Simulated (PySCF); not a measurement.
Below is a simulated gas-phase Si 2p photoelectron spectrum of Ge5H14Si (n-GeGeGeGeGeSiH14).

Every computed line was given a Gaussian of 0.7 eV full width at half maximum and an area set by the number of equivalent atoms (split 2:1 within a doublet); the highest printed point is 100. Method used: PySCF 2.14.0, delta-SCF UKS SCAN, pcX-2 on the ionised atom, pcseg-1 elsewhere, spin-free X2C.

binding energy (eV), intensity and a bar:
```
    105.4          0 
    105.5          1 
    105.6          2 
    105.7          4 #
    105.8          9 ###
    105.9         18 #####
    106.0         31 #########
    106.1         49 ###############
    106.2         69 #####################
    106.3         86 ##########################
    106.4         97 #############################
    106.5        100 ##############################
    106.6         95 #############################
    106.7         87 ##########################
    106.8         77 #######################
    106.9         69 #####################
    107.0         62 ###################
    107.1         55 ################
    107.2         46 ##############
    107.3         36 ###########
    107.4         25 ########
    107.5         16 #####
    107.6          9 ###
    107.7          5 #
    107.8          2 #
    107.9          1 
    108.0          0 
    108.1          0
```

Q: How many maxima does the curve show, and how many computed lines lie under it?

A: The curve has 1 maximum (at 106.5 eV). Under it lie 2 lines from 1 inequivalent silicon site, drawn as a 2p3/2, 2p1/2 pair. At this width some lines have no maximum of their own.

Q: Decompose the envelope and assign each component. Bonds: Ge1–Ge2, Ge2–Ge3, Ge3–Ge4, Ge4–Ge5, Ge5–Si6. Hydrogens: H7, H8, H9 on Ge1; H10, H11 on Ge2; H12, H13 on Ge3; H14, H15 on Ge4; H16, H17 on Ge5; H18, H19, H20 on Si6.

A: 
```json
{"position (eV)": "106.44", "relative area": "0.67", "line": "Si 2p3/2", "atoms": "Si6", "environment": "silicon bonded to Ge and 3 H"}
{"position (eV)": "107.06", "relative area": "0.33", "line": "Si 2p1/2", "atoms": "Si6", "environment": "silicon bonded to Ge and 3 H"}
```

Q: What are the centre and the root-mean-square width of the whole band?

A: The area-weighted mean of the lines is 106.65 eV. Their own spread about it is 0.29 eV (rms) and each Gaussian has σ = 0.7/2.355 = 0.30 eV; the variances add, which gives 0.42 eV.

The curve has no shake-up lines and no vibrational structure. The 2p values add to the ΔSCF energy of one spin-free hole a correction within the shell (spin–orbit coupling, ligand field). 2p1/2 minus 2p3/2 (ligand field included): Si 0.62 eV. Geometry: PBE0-D3(BJ)/def2-SVP, one conformer, isolated molecule.
